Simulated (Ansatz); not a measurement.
```yaml
crystal:
  periodic: [false, false, false]
  atoms:
    - {symbol: S, position_ang: [-2.184782, 1.150383, 0.422681]}
    - {symbol: Si, position_ang: [-0.131411, 1.151705, 1.001397]}
    - {symbol: Sn, position_ang: [0.838362, -1.056927, 0.124428]}
    - {symbol: S, position_ang: [-0.327798, -1.374288, -1.979958]}
    - {symbol: H, position_ang: [-1.946796, 0.440376, -0.703310]}
    - {symbol: H, position_ang: [0.632714, 2.292774, 0.427325]}
    - {symbol: H, position_ang: [-0.080634, 1.255118, 2.481917]}
    - {symbol: H, position_ang: [2.515713, -1.070566, -0.199744]}
    - {symbol: H, position_ang: [0.399658, -2.425236, 1.040244]}
    - {symbol: H, position_ang: [0.368075, -0.414442, -2.612082]}
basis:
  gaussian: {orbitals: def2-SVP}
total_charge: -1
magnetization: {spin_polarized: true, initial_magnetization: 1}
hamiltonian: {xc: {name: PBE-QIDH}}
```

```sh
$ ansatz run in.yaml --threads 4 --pin off --events-out ev --progress --plain --max-ram 10444MiB
```

Shortened log:

```
Functional definition: PBE-QIDH
1139 factors; integrals over basis functions are off by at most 1.1e-3 eV
mean field evaluation 1: about -35435.8736 eV, gradient 1.1e1 eV
mean field evaluation 2: about -35435.8833 eV, gradient 1.1e1 eV
mean field evaluation 4: about -35436.9616 eV, gradient 1.3e0 eV
mean field evaluation 8: about -35436.9919 eV, gradient 1.3e-1 eV
mean field evaluation 16: about -35436.9942 eV, gradient 3.8e-3 eV
mean field -35436.99416486 eV, -1302.2855155013 hartree, gradient 5.8e-6 eV, S^2 0.757263; 4 other end points of the search recorded, 0 dependent functions left out
19 core orbitals not correlated: weight in the atoms' cores, before any rotation towards them, 1.000 or more for the frozen orbitals, at most 0.000 for the correlated occupied ones
reference -35436.99417841 eV, -1302.2855159992 hartree; 19, 18 occupied and 72, 73 virtual orbitals, 1139 factors
second order -15.46354657 eV of doubles, -0.00000000 eV of singles
Total energy: -35442.14869393 eV, -1302.4749409508 hartree
```

Hardware: 4 threads of an AMD EPYC 9R45 on a shared host. Wall time 1.9 s, peak host memory 0.42 GiB.
